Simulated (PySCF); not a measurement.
Computed IR spectrum (relative IR intensity) of a molecule C3H6FNSi. The structure is a stationary point at PBE-D3(BJ)/def2-SVP. Other conformers were not sampled. Method: PBE-D3(BJ)/def2-SVP (PySCF 2.14.0). Frequencies are harmonic and unscaled.

Lines under 2 % of the strongest are left out, and lines within 2 cm⁻¹ are merged.

| ν (cm⁻¹) | relative intensity |
|---|---|
| 131 | 2.5 |
| 193 | 6.9 |
| 301 | 17 |
| 352 | 37 |
| 390 | 2.0 |
| 505 | 18 |
| 636 | 26 |
| 665 | 7.6 |
| 673 | 17 |
| 761 | 15 |
| 845 | 11 |
| 852 | 57 |
| 896 | 38 |
| 911 | 87 |
| 1045 | 25 |
| 1239 | 55 |
| 1274 | 6.1 |
| 1352 | 8.9 |
| 1410 | 4.6 |
| 1589 | 22 |
| 2192 | 100 |
| 2895 | 34 |
| 2921 | 17 |
| 3089 | 7.4 |
| 3584 | 21 |

### Question
Identify the compound among the candidates.
A. F[Si@H]1C=CCN1
B. N#CC[C@@H](F)[SiH3]
C. FC=C=CN[SiH3]
D. N#CC[SiH2]CF

### Answer
A, F[Si@H]1C=CCN1
